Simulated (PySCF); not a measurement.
CsI, singlet, at a GFN2-xTB geometry (such geometries of metal compounds can be far from the true shape) (core potentials on Cs, I); DF-SVWN5/def2-TZVPD run with PySCF.

Input for PySCF:
```python
from pyscf import gto, scf, dft
import numpy

mol = gto.M(
    atom='''
Cs   -0.000000   -0.000000   -1.639513
I     0.000000    0.000000    1.701381
''',
    basis='def2-tzvpd',
    ecp={'Cs': 'def2-tzvpd', 'I': 'def2-tzvpd'},
    charge=0,
    spin=0,
    verbose=4,
)
print('smallest overlap eigenvalue', numpy.linalg.eigvalsh(mol.intor('int1e_ovlp'))[0])

mf = dft.RKS(mol)
mf.xc = 'lda,vwn'
mf = mf.density_fit(auxbasis='def2-universal-jkfit')
mf = scf.addons.remove_linear_dep_(mf, threshold=1e-2, lindep=1e-2)
mf.kernel()
mf.analyze()
```

Output, abridged:

```
PySCF version 2.14.0

[INPUT] verbose = 4
[INPUT] num. atoms = 2
[INPUT] num. electrons = 34
[INPUT] charge = 0
[INPUT] spin (= nelec alpha-beta = 2S) = 0
[INPUT] symmetry False subgroup None
[INPUT] Mole.unit = angstrom
[INPUT] Symbol           X                Y                Z      unit          X                Y                Z       unit  Magmom
[...]
nuclear repulsion = 35.6386262051415
number of shells = 31
number of NR pGTOs = 147
number of NR cGTOs = 91
basis = def2-tzvpd
ecp = {'Cs': 'def2-tzvpd', 'I': 'def2-tzvpd'}
input.py:20: DeprecationWarning: remove_linear_dep_ is deprecated and will be removed in a future release. Linear dependency handling is now built into the SCF procedure by default. Linear dependency removal can be controlled using the following settings:
  pyscf.scf.hf.remove_overlap_zero_eigenvalue = True
  pyscf.scf.hf.overlap_zero_eigenvalue_threshold = 1e-6

  mf = scf.addons.remove_linear_dep_(mf, threshold=1e-2, lindep=1e-2)
smallest overlap eigenvalue 0.0025472501299822806
Applying remove_linear_dep_ on SCF object.
Using canonical orthogonalization with threshold 0.01

******** <class 'pyscf.df.df_jk.DFRKS'> ********
method = DFRKS
initial guess = minao
damping factor = 0
level_shift factor = 0
DIIS = <class 'pyscf.scf.diis.CDIIS'>
diis_start_cycle = 1
diis_space = 8
diis_damp = 0
SCF conv_tol = 1e-09
SCF conv_tol_grad = None
SCF max_cycles = 50
direct_scf = False
XC library pyscf.dft.libxc version 7.1.2
    S. Lehtola, C. Steigemann, M. J. T. Oliveira, and M. A. L. Marques,  SoftwareX 7, 1–5 (2018)
XC functionals = lda,vwn
    P. A. M. Dirac,  Math. Proc. Cambridge Philos. Soc. 26, 376 (1930)
    F. Bloch,  Z. Phys. 57, 545 (1929)
    S. H. Vosko, L. Wilk, and M. Nusair,  Can. J. Phys. 58, 1200 (1980)
radial grids:
    Treutler-Ahlrichs [JCP 102, 346 (1995); DOI:10.1063/1.469408] (M4) radial grids

becke partition: Becke, JCP 88, 2547 (1988); DOI:10.1063/1.454033
pruning grids: <function nwchem_prune>
grids dens level: 3
symmetrized grids: False
atomic radii adjust function: <function treutler_atomic_radii_adjust>
small_rho_cutoff = 0
Set gradient conv threshold to 3.16228e-05
Initial guess from minao.
tot grids = 45672
init E= -271.998615848023
[...]
cycle= 1 E= -315.110793852402  delta_E= -43.1  |g|=  3.7  |ddm|= 25.6
[...]
cycle= 2 E= -308.710928670539  delta_E=  6.4  |g|= 4.86  |ddm|= 10.2
[...]
cycle= 3 E= -316.791178701004  delta_E= -8.08  |g|= 0.983  |ddm|= 6.44
[...]
[...]
cycle= 28 E= -317.156330725966  delta_E= 0.0337  |g|= 0.427  |ddm|= 0.219
[...]
cycle= 29 E= -317.178237543524  delta_E= -0.0219  |g|= 0.372  |ddm|= 0.137
[...]
cycle= 30 E= -317.179365952132  delta_E= -0.00113  |g|= 0.37  |ddm|= 0.0706
[...]
cycle= 31 E= -317.211516961502  delta_E= -0.0322  |g|= 0.244  |ddm|= 0.576
[...]
cycle= 32 E= -317.198671497945  delta_E= 0.0128  |g|= 0.327  |ddm|= 0.606
[...]
cycle= 33 E= -317.209043723537  delta_E= -0.0104  |g|= 0.308  |ddm|= 0.17
[...]
cycle= 34 E= -317.220681921249  delta_E= -0.0116  |g|= 0.263  |ddm|= 0.251
[...]
cycle= 35 E= -317.207053396425  delta_E= 0.0136  |g|= 0.304  |ddm|= 0.278
[...]
cycle= 36 E= -317.202607967978  delta_E= 0.00445  |g|= 0.32  |ddm|= 0.0949
[...]
cycle= 37 E= -317.213202781264  delta_E= -0.0106  |g|= 0.295  |ddm|= 0.187
[...]
cycle= 38 E= -317.226218125882  delta_E= -0.013  |g|= 0.239  |ddm|= 0.325
[...]
cycle= 39 E= -317.229936307985  delta_E= -0.00372  |g|= 0.203  |ddm|= 0.311
[...]
cycle= 40 E= -317.193849395846  delta_E= 0.0361  |g|= 0.338  |ddm|= 0.612
[...]
cycle= 41 E= -317.199469270608  delta_E= -0.00562  |g|= 0.344  |ddm|= 0.251
[...]
cycle= 42 E= -317.220061302971  delta_E= -0.0206  |g|= 0.27  |ddm|= 0.25
[...]
cycle= 43 E= -317.233079260134  delta_E= -0.013  |g|= 0.206  |ddm|= 0.374
[...]
cycle= 44 E= -317.219063297249  delta_E= 0.014  |g|= 0.278  |ddm|= 0.302
[...]
cycle= 45 E= -317.230220233675  delta_E= -0.0112  |g|= 0.226  |ddm|= 0.541
[...]
cycle= 46 E= -317.205049084192  delta_E= 0.0252  |g|= 0.304  |ddm|= 0.624
[...]
cycle= 47 E= -317.207152800097  delta_E= -0.0021  |g|= 0.315  |ddm|= 0.332
[...]
cycle= 48 E= -317.207310971392  delta_E= -0.000158  |g|= 0.31  |ddm|= 0.0678
[...]
cycle= 49 E= -317.213517838555  delta_E= -0.00621  |g|= 0.326  |ddm|= 0.451
[...]
cycle= 50 E= -317.217391590736  delta_E= -0.00387  |g|= 0.296  |ddm|= 0.326
SCF not converged.
SCF energy = -317.217391590736
**** SCF Summaries ****
Total Energy =                        -317.217391590735872
Nuclear Repulsion Energy =              35.638626205141499
One-electron Energy =                 -620.691054031709768
Two-electron Energy =                  267.835036235832376
Two-electron Coulomb Energy =          292.525941175042476
DFT Exchange-Correlation Energy =      -24.690904939210096
HOMO-LUMO gap [eV] =                     1.934766025155174
**** MO energy ****
[...]
WARN: Weak orthogonality for localized orbitals 2.525920944373313e-09

Dipole moment(X, Y, Z, Debye): -0.20935,  0.55183, -10.05460
```

Convergence was not reached.
